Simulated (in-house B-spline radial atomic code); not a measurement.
Configurations of Yb II (Yb+), with energies counted from [Xe] 4f14 6s1. Method: scalar-relativistic (X2C) r2SCAN0, spin-polarised, spherical fractional occupations, exact exchange averaged over the configuration, Fermi nucleus of rms radius 5.3108 fm. Calculated with a B-spline radial code for spherical atoms. Shells without spins written out take the highest spin.

Occupations are held fixed; configurations that lie above the ionisation limit could autoionise.

```tsv
configuration	E - E(ref) (eV)	highest orbital	its <r> (bohr)
[Xe] 4f13 6s1 6p1	6.4372	6p up	4.086
[Xe] 4f14 7s1	6.4915	7s up	7.572
[Xe] 4f13 6s1 7f1	14.907	7f up	22.47
[Kr] 4d10 4f14 5s2 5p5 6s1 6p1	30.669	6p up	4.105
[Kr] 4d10 4f14 5s2 5p5 6s1 7s1	34.778	7s up	7.116
[Kr] 4d9 4f14 5s2 5p6 6s1 7s1	191.67	7s up	7.1
```

Question: Order these further configurations by energy, lowest first.
A. [Xe] 4f14 7d1
B. [Xe] 4f13 6s1 7s1
C. [Kr] 4d10 4f14 5s2 5p5 5d1 6s1
D. [Xe] 4f14 6p1
E. [Kr] 4d9 4f14 5s2 5p6 6s1 7p1

Answer: D (3.6885 eV), A (9.2197 eV), B (10.571 eV), C (28.251 eV), E (192.93 eV).

Question: How far above the reference does [Kr] 4d10 4f14 5s2 5p5 6s1 7d1 lie?

Answer: 37.8 eV; its least bound orbital is 7d up with <r> = 12.78 bohr.
